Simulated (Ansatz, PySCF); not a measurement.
Stretching the C2–H3 bond in CH5GeN (SMILES [CH3][Ge][NH2]) (multiplicity 1 held, fragments rigid). Energies count from the point at 1.091 Å.
Geometry at that point (charge 0, multiplicity 1):
```xyz
8

Ge    -0.217    -0.010     0.445
C      0.730     1.396    -0.651
H      0.391     2.397    -0.381
H      0.594     1.250    -1.725
H      1.801     1.341    -0.430
N     -0.036    -1.355    -0.786
H      0.403    -1.265    -1.691
H     -0.370    -2.290    -0.613
```

Unrestricted levels (U-) break spin symmetry where that is lower. Active spaces are followed from a long bond inwards. Curves can end on different states.

Frozen-core correlation. Filled d and f shells under p-block atoms count as core. Rows in 3-21G, LANL2DZ carry no dispersion term and start afresh at each structure; the Pople sets are all-electron and without relativity. LANL2DZ brings its own core potentials from Na on.

Programs: Ansatz (a first-principles code); PySCF for 3-21G rows, LANL2DZ rows. Each number belongs to the level named beside it.

Other levels give for the energy at R = 3.492 Å: U-PBE/cc-pVTZ 112.77; U-B3LYP/cc-pVTZ 113.82; U-wB97X-V/cc-pVTZ 115.80; FIC-MRCISD+Q on CASSCF(2,2)/cc-pVTZ 113.43 kcal/mol.

Common cheap choices:

```
level            energy at R = 3.492 Å (kcal/mol)
---------------  --------------------------------
R-HF/3-21G                                 199.97
U-HF/LANL2DZ                                90.44
R-BP86/LANL2DZ                             140.56
R-B3LYP/LANL2DZ                            152.07
U-B3LYP/LANL2DZ                            115.68
```

Doubts at one or more of the structures used: a restricted determinant that unrestricted orbitals would lower (R-HF/3-21G); a spin-contaminated determinant (U-HF/LANL2DZ, U-B3LYP/LANL2DZ, U-PBE/cc-pVTZ, U-B3LYP/cc-pVTZ, U-wB97X-V/cc-pVTZ).
